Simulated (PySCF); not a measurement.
Simulation results for CH6BGeN, CH6BGeO

Calculation on a computer-drawn molecule: the log of a Hartree-Fock and frozen-core CCSD(T) single point meant for a local Hartree-Fock minimum, with one planted fault or none, to be diagnosed. Offsets are logged minus clean, where the clean run is the same molecule without the fault. The reference is restricted for singlets and unrestricted otherwise, and also for a bond in bohr or an excited solution. Adding or removing an electron swaps singlet and doublet. The excited solution moves the top pair (singlet) or top alpha electron (doublet) to the lowest empty orbital. Highest occupied and lowest empty are orbital energies over both spins, largest force is the largest gradient component, triples share is (T) over the correlation energy, the T1 limit is 0.02 restricted and 0.045 unrestricted, electrons count all cores, a negative frequency is imaginary (commonest isotopes), and the dipole is about the centre of nuclear charge; on germanium a core potential holds 10 electrons, which the energies leave out, and 3d is frozen in MP2 and coupled-cluster steps. Program: PySCF 2.14.0.

Common to all runs: meant charge 0; meant basis cc-pVDZ; meant basis and core potential on germanium cc-pVDZ-PP ECP10MDF; logged basis functions 95; logged SCF converged yes; logged CC converged yes; logged SCF stable within its kind yes; possible faults no fault, one electron removed, one electron added, multiplicity raised by two, geometry at a saddle point, SCF held on an excited solution, minimal basis STO-3G, one bond length entered in bohr, all coordinates scaled.

(1) 
```xyz
10
formula=CH6BGeN meant_multiplicity=1 logged_electrons=56 logged_spin_squared=0 logged_highest_occupied=-8.9321 logged_lowest_empty=0.97848 logged_largest_force=0.05684 logged_T1_diagnostic=0.021841 logged_D1_diagnostic=0.07597 logged_triples_share=0.040597 logged_dipole_magnitude=3.9307 logged_energy_HF=-413.78732 logged_energy_CCSD(T)=-414.37084 planted_fault=all_coordinates_scaled,by_+8.4_% HF_energy_offset_from_clean_run=38.43 CCSD(T)_energy_offset_from_clean_run=23.01
C     -0.5917     1.6876     0.1010
B     -1.4005     0.4891     1.0399
N     -0.8262    -0.8738     1.3075
Ge    -0.1610    -2.5049     1.6130
H     -0.4479     2.6778     0.7424
H     -1.2659     1.9942    -0.8288
H      0.4673     1.3415    -0.3007
H     -2.5774     0.7791     1.5479
H      0.7878    -2.8368     2.9163
H     -0.4537    -3.7775     0.6109
```

Units: logged_highest_occupied, logged_lowest_empty in eV; logged_largest_force in hartree/bohr; logged_dipole_magnitude in debye; logged_energy_HF, logged_energy_CCSD(T) in hartree; HF_energy_offset_from_clean_run, CCSD(T)_energy_offset_from_clean_run in kcal/mol.

Drawn bonds:
```tsv
atom	other atom	order
1	2	1
2	3	1
3	4	2
1	5	1
1	6	1
1	7	1
2	8	1
4	9	1
4	10	1
```

Notes: T1 above single-reference limit.

(2) 
```xyz
10
formula=CH6BGeN meant_multiplicity=1 logged_electrons=56 logged_spin_squared=0 logged_highest_occupied=-9.2609 logged_lowest_empty=1.4004 logged_largest_force=2.218e-05 logged_lowest_frequency=52.893 logged_T1_diagnostic=0.018201 logged_D1_diagnostic=0.063671 logged_triples_share=0.034661 logged_dipole_magnitude=3.6325 logged_energy_HF=-413.84855 logged_energy_CCSD(T)=-414.40752 planted_fault=no_fault HF_energy_offset_from_clean_run=0 CCSD(T)_energy_offset_from_clean_run=0
C     -0.5459     1.5568     0.0932
B     -1.2920     0.4512     0.9593
N     -0.7622    -0.8061     1.2062
Ge    -0.1485    -2.3108     1.4880
H     -0.4132     2.4703     0.6849
H     -1.1678     1.8396    -0.7645
H      0.4311     1.2376    -0.2774
H     -2.3776     0.7187     1.4280
H      0.7268    -2.6170     2.6903
H     -0.4185    -3.4848     0.5636
```

Units: logged_highest_occupied, logged_lowest_empty in eV; logged_largest_force in hartree/bohr; logged_lowest_frequency in cm⁻¹; logged_dipole_magnitude in debye; logged_energy_HF, logged_energy_CCSD(T) in hartree; HF_energy_offset_from_clean_run, CCSD(T)_energy_offset_from_clean_run in kcal/mol.

Drawn bonds:
```tsv
atom	other atom	order
1	2	1
2	3	1
3	4	2
1	5	1
1	6	1
1	7	1
2	8	1
4	9	1
4	10	1
```

(3) 
```xyz
10
formula=CH6BGeO meant_multiplicity=2 logged_electrons=57 logged_spin_squared=3.7721 logged_highest_occupied=-3.5375 logged_lowest_empty=-1.4624 logged_largest_force=0.16272 logged_T1_diagnostic=0.043939 logged_D1_diagnostic=0.25745 logged_triples_share=0.030374 logged_dipole_magnitude=5.8695 logged_energy_HF=-434.07516 logged_energy_CCSD(T)=-434.61556 planted_fault=multiplicity_raised_by_two HF_energy_offset_from_clean_run=157.8 CCSD(T)_energy_offset_from_clean_run=167.2
C     -1.4130    -0.2846     0.8156
B     -1.0198    -1.0245    -0.5212
O      0.2149    -0.8929    -1.0532
Ge     0.8570    -1.6561    -2.5513
H     -0.6000     0.3175     1.2264
H     -2.2814     0.3630     0.6463
H     -1.7265    -1.0158     1.5701
H     -1.8365    -1.7265    -1.0840
H      2.3571    -1.3404    -2.5397
H      0.5734    -3.1658    -2.4863
```

Units: logged_highest_occupied, logged_lowest_empty in eV; logged_largest_force in hartree/bohr; logged_dipole_magnitude in debye; logged_energy_HF, logged_energy_CCSD(T) in hartree; HF_energy_offset_from_clean_run, CCSD(T)_energy_offset_from_clean_run in kcal/mol.

Drawn bonds:
```tsv
atom	other atom	order
1	2	1
2	3	1
3	4	1
1	5	1
1	6	1
1	7	1
2	8	1
4	9	1
4	10	1
```
